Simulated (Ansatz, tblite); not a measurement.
Spin states of the cluster GeI2 (the lowest singlet isomer of a short search), each relaxed with B3LYP-D4/def2-TZVP in Ansatz. Electronic energies in the gas phase.

In the def2 sets I takes a core potential, while STO-3G treats all electrons; there is no spin–orbit coupling. The xTB rows come from tblite. HSE06 is defined as in plane-wave codes, on full-range PBE exchange. Correlated methods freeze 17 core orbitals; core or outer-core shells of Ge, I are correlated, in sets that lack core-valence functions. HOMO above LUMO, or a gap near zero within one spin, warns that the state may not be the lowest or that an electron is smeared out. The structure comes from a short search, and lower isomers may exist.

Singlet geometry (C2v within 0.1 Å):

```xyz
3

Ge   -0.179   -0.583   -0.885
I    -1.479    1.475   -0.020
I     1.658   -0.892    0.905
```

Triplet geometry (C2v within 0.1 Å):

```xyz
3

Ge   -0.084   -0.730   -0.427
I     2.253    0.137    0.170
I    -2.170    0.593    0.256
```

Quintet geometry (D∞h within 0.1 Å):

Cartesian coordinates in Å:
```
Ge 0.001 0.000 0.000
I -0.534 -2.696 -0.198
I 0.533 2.696 0.198
```

⟨S²⟩: triplet 2.01 at PBE0-D4/def2-TZVP (pure 2.00), quintet 6.01 at PBE0-D4/def2-TZVP (pure 6.00).

Only these spin states were relaxed.

```csv
level,triplet − singlet (kcal/mol),quintet − singlet (kcal/mol),lowest of these,remarks
GFN1-xTB,50.0,164.5,singlet,–
PBE-D4/def2-TZVP,46.2,118.2,singlet,gap within one spin near zero (quintet)
PBE0-D4/def2-TZVP,44.1,122.8,singlet,–
BHLYP-D4/def2-TZVP,45.1,125.0,singlet,–
PBE-QIDH/def2-TZVP,43.6,125.0,singlet,–
MP2/def2-TZVP,46.1,129.6,singlet,–
```

(1) Estimate the rows for HF/STO-3G, HF/def2-TZVP, r2SCANh-D4/def2-TZVP, HSE06-D4/def2-TZVP, ωB97X-V/def2-TZVP, RPA@PBE/def2-TZVP.

Results:

(1) 
```
               level  triplet − singlet (kcal/mol)  quintet − singlet (kcal/mol)  lowest of these
           HF/STO-3G                          23.4                         111.4          singlet
        HF/def2-TZVP                          31.4                          92.3          singlet
r2SCANh-D4/def2-TZVP                          42.0                         116.7          singlet
  HSE06-D4/def2-TZVP                          44.0                         121.4          singlet
   ωB97X-V/def2-TZVP                          46.4                         129.7          singlet
   RPA@PBE/def2-TZVP                          44.5                         108.4          singlet
```

The xTB methods have no term that favours high spin, so they put low spin too low.
